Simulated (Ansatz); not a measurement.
CdH2 (SMILES [CdH2]) moved off its minimum; all values from Ansatz (an electronic-structure program), cores frozen in correlated methods. Elements past Kr take the def2 small-core potentials, without spin–orbit coupling.
(charge 0, multiplicity 1)
```xyz
3

Cd     0.0740    -0.0183    -0.0073
H     -0.0397    -0.0732     1.5745
H      0.0231    -0.3059    -1.7911
```

Q: Give the forces (eV/Å), the total energy and the dipole at CCSD(T)/def2-TZVPPD.

A: 
```json
[
 {"atom": "Cd1", "Fx": "-0.160", "Fy": "-0.570", "Fz": "-2.454"},
 {"atom": "H2", "Fx": "0.023", "Fy": "0.182", "Fz": "1.297"},
 {"atom": "H3", "Fx": "0.136", "Fy": "0.388", "Fz": "1.157"}
]
```
Energy -168.4490 hartree, dipole 0.70 D.
